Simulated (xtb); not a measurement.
O2Si, charge +1, quartet, geometry from GFN2-xTB of the parent state (a state made from the parent by changing its charge; the spin is typed, not shown lowest); GFN2-xTB in xtb.

The xtb input:
```
$ xtb mol.xyz --gfn 2 --chrg 1 --uhf 3 --json

# file mol.xyz
3

O     -1.48961561     0.17688023    -0.04245102
Si    -0.00491603    -0.05453814     0.03992787
O      1.49821866    -0.08143848    -0.02742276
```

The log (banner, timings and long lists left out):

```
   ID    Z sym.   atoms
    1    8 O      1, 3
    2   14 Si     2

           -------------------------------------------------
          |                Calculation Setup                |
           -------------------------------------------------

           -------------------------------------------------
          |                 G F N 2 - x T B                 |
           -------------------------------------------------

          ...................................................
          :                      SETUP                      :
          :.................................................:
          :  # basis functions                  18          :
          :  # atomic orbitals                  17          :
          :  # shells                            7          :
          :  # electrons                        15          :
          :  max. iterations                   250          :
          :  Hamiltonian                  GFN2-xTB          :
          :  restarted?                      false          :
          :  GBSA solvation                  false          :
          :  PC potential                    false          :
          :  electronic temp.          300.0000000     K    :
          :  accuracy                    1.0000000          :
          :  -> integral cutoff          0.2500000E+02      :
          :  -> integral neglect         0.1000000E-07      :
          :  -> SCF convergence          0.1000000E-05 Eh   :
          :  -> wf. convergence          0.1000000E-03 e    :
          :  Broyden damping             0.4000000          :
          :  net charge                          1          :
          :  unpaired electrons                  3          :
          ...................................................

 iter      E             dE          RMSdq      gap      omega  full diag
   1     -9.0534724 -0.905347E+01  0.205E+01    2.14       0.0  T
   2     -9.0863899 -0.329175E-01  0.919E+00    1.53       1.0  T
   3     -9.0900892 -0.369931E-02  0.683E+00    0.84       1.0  T
   4     -9.0946470 -0.455777E-02  0.498E+00    0.91       1.0  T
   5     -9.0971784 -0.253139E-02  0.577E-01    1.18       1.0  T
   6     -8.9982458  0.989325E-01  0.474E+00    1.15       1.0  T
   7     -9.0975343 -0.992885E-01  0.581E-01    1.14       1.0  T
   8     -9.0976024 -0.681463E-04  0.844E-02    1.18       1.0  T
   9     -9.0976069 -0.441707E-05  0.689E-02    1.19       1.0  T
  10     -9.0976077 -0.820377E-06  0.177E-02    1.19       3.3  T
  11     -9.0976077 -0.252925E-07  0.925E-03    1.19       6.2  T
  12     -9.0976077 -0.341109E-07  0.607E-04    1.19      95.2  T
  13     -9.0976077 -0.282188E-09  0.283E-04    1.19     203.9  T

   *** convergence criteria satisfied after 13 iterations ***

         :::::::::::::::::::::::::::::::::::::::::::::::::::::
         ::                     SUMMARY                     ::
         :::::::::::::::::::::::::::::::::::::::::::::::::::::
         :: total energy              -9.023194390298 Eh    ::
         :: gradient norm              0.216983895349 Eh/a0 ::
         :: HOMO-LUMO gap              1.186656347013 eV    ::
         ::.................................................::
         :: SCC energy                -9.097607750090 Eh    ::
         :: -> isotropic ES            0.152296121341 Eh    ::
         :: -> anisotropic ES         -0.006325803952 Eh    ::
         :: -> anisotropic XC         -0.011664971223 Eh    ::
         :: -> dispersion             -0.000856448352 Eh    ::
         :: repulsion energy           0.074413359792 Eh    ::
         :: add. restraining           0.000000000000 Eh    ::
         :: total charge               1.000000000001 e     ::
         :::::::::::::::::::::::::::::::::::::::::::::::::::::

           -------------------------------------------------
          |                Property Printout                |
           -------------------------------------------------

    * Orbital Energies and Occupations

         #    Occupation            Energy/Eh            Energy/eV
      -------------------------------------------------------------
         1        2.0000           -1.1341591             -30.8620
         2        2.0000           -1.0129246             -27.5631
         3        2.0000           -0.9289659             -25.2784
         4        2.0000           -0.8654158             -23.5492
         5        1.9992           -0.8578128             -23.3423
         6        1.9974           -0.8567235             -23.3126
         7        1.0028           -0.8454908             -23.0070
         8        1.0007           -0.8442125             -22.9722
         9        1.0000           -0.5585183             -15.1981 (HOMO)
        10                         -0.5149095             -14.0114 (LUMO)
        11                         -0.4963959             -13.5076
        12                         -0.3977274             -10.8227
        13                         -0.3976887             -10.8217
        14                         -0.1917191              -5.2169
        15                         -0.1664094              -4.5282
        16                          0.2625048               7.1431
        17                          1.1521115              31.3505
      -------------------------------------------------------------
                  HL-Gap            0.0436088 Eh            1.1867 eV
             Fermi-level           -0.6938999 Eh          -18.8820 eV

     #   Z          covCN         q      C6AA      α(0)
     1   8 O        0.771     0.174    13.000     4.832
     2  14 Si       1.542     0.653   176.620    28.315
     3   8 O        0.771     0.174    13.000     4.832

 Mol. C6AA /au·bohr⁶  :        401.124581
 Mol. C8AA /au·bohr⁸  :      20236.333443
 Mol. α(0) /au        :         37.980237

Wiberg/Mayer (AO) data.
largest (>0.10) Wiberg bond orders for each atom

 ---------------------------------------------------------------------------
     #   Z sym  total        # sym  WBO       # sym  WBO       # sym  WBO
 ---------------------------------------------------------------------------
     1   8 O    2.420 --     2 Si   1.644     3 O    0.776
     2  14 Si   3.288 --     3 O    1.644     1 O    1.644
     3   8 O    2.420 --     2 Si   1.644     1 O    0.776
 ---------------------------------------------------------------------------

Topologies differ in total number of bonds
Writing topology from bond orders to xtbtopo.mol

molecular dipole:
                 x           y           z       tot (Debye)
 q only:       -0.003      -0.036       0.026
   full:        0.046       0.509      -0.372       1.606
molecular quadrupole (traceless):
                xx          xy          yy          xz          yz          zz
 q only:        2.751      -0.358      -1.356       0.020      -0.013      -1.394
  q+dip:        2.072      -0.276      -1.085       0.032       0.186      -0.988
   full:       -1.026       0.099       0.175       0.080       1.036       0.851

           -------------------------------------------------
          | TOTAL ENERGY               -9.023194390298 Eh   |
          | GRADIENT NORM               0.216983895349 Eh/α |
          | HOMO-LUMO GAP               1.186656347013 eV   |
           -------------------------------------------------

normal termination of xtb
```
